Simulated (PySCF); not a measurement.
Compound: C3H9FSi2.
Numbering: `[F:1][C@H:2]1[CH2:3][CH2:4][SiH2:5][SiH2:6]1` (hydrogens: H7 on C2; H8, H9 on C3; H10, H11 on C4; H12, H13 on Si5; H14, H15 on Si6)

Computed, not measured: PySCF 2.14.0, PBE0-D3(BJ)/def2-SVP geometry optimisation, gas phase.

**Question.** List the bond lengths, angles and torsions at this level.

**Answer.** 
| bond | length (bohr) |
| --- | --- |
| F1–C2 | 2.633 |
| C2–C3 | 2.877 |
| C3–C4 | 2.901 |
| C4–Si5 | 3.607 |
| Si5–Si6 | 4.429 |
| C2–Si6 | 3.653 |
| C2–H7 | 2.085 |
| C3–H8 | 2.089 |
| C3–H9 | 2.086 |
| C4–H10 | 2.083 |
| C4–H11 | 2.080 |
| Si5–H12 | 2.828 |
| Si5–H13 | 2.823 |
| Si6–H14 | 2.818 |
| Si6–H15 | 2.829 |

A selection of angles:
| angle | degrees |
| --- | --- |
| F1–C2–C3 | 108.4 |
| F1–C2–Si6 | 107.2 |
| F1–C2–H7 | 107.8 |
| C3–C2–Si6 | 108.7 |
| C3–C2–H7 | 110.8 |
| Si6–C2–H7 | 113.7 |
| C2–C3–C4 | 111.7 |
| C2–C3–H8 | 107.9 |
| C2–C3–H9 | 109.2 |
| C4–C3–H8 | 110.6 |
| C4–C3–H9 | 110.7 |
| H8–C3–H9 | 106.4 |
| C3–C4–Si5 | 109.3 |
| C3–C4–H10 | 108.9 |
| C3–C4–H11 | 111.5 |
| Si5–C4–H10 | 107.7 |
| Si5–C4–H11 | 112.2 |
| H10–C4–H11 | 107.1 |
| C4–Si5–Si6 | 93.3 |
| C4–Si5–H12 | 111.6 |
| C4–Si5–H13 | 113.2 |
| Si6–Si5–H12 | 112.6 |
| Si6–Si5–H13 | 116.7 |
| H12–Si5–H13 | 108.8 |
| Si5–Si6–H14 | 118.6 |
| Si5–Si6–H15 | 113.7 |
| C2–Si6–Si5 | 92.2 |
| C2–Si6–H14 | 111.0 |
| C2–Si6–H15 | 110.3 |
| H14–Si6–H15 | 109.6 |

Dihedral angles: F1–C2–C3–C4 62° (synclinal); C2–C3–C4–Si5 52° (synclinal); C3–C4–Si5–Si6 -25° (synperiplanar); C4–Si5–Si6–C2 -2° (synperiplanar); F1–C2–Si6–Si5 -89° (synclinal).

Si6 (SiH2 silicon) has angles from 92.2° to 118.6°. The C–Si distances run from 1.909 Å (C4–Si5, drawn single) to 1.933 Å (C2–Si6, drawn single), a spread of 0.024 Å. The 5-membered ring C2–C3–C4–Si5–Si6 has internal angles of 92.2° to 111.7°; it is puckered, 0.21 Å rms from its mean plane, widest ring torsion 54°. Si5 (SiH2 silicon) has angles from 93.3° to 116.7°. Of the pairs four or more bonds apart, F1···H10 is among the closest relative to their van der Waals radii: 2.62 Å, 98 % of the sum of Bondi's values.

Point group: C1 (no symmetry element, even within 0.4 Å). No PBE0-D3(BJ)/def2-SVP frequencies stand behind this structure, so it isn't proved a minimum. The numbers are those of one conformer.

On Arm Neoverse V1, one thread, shared host, this took 35 s wall. This is the geometry optimisation.
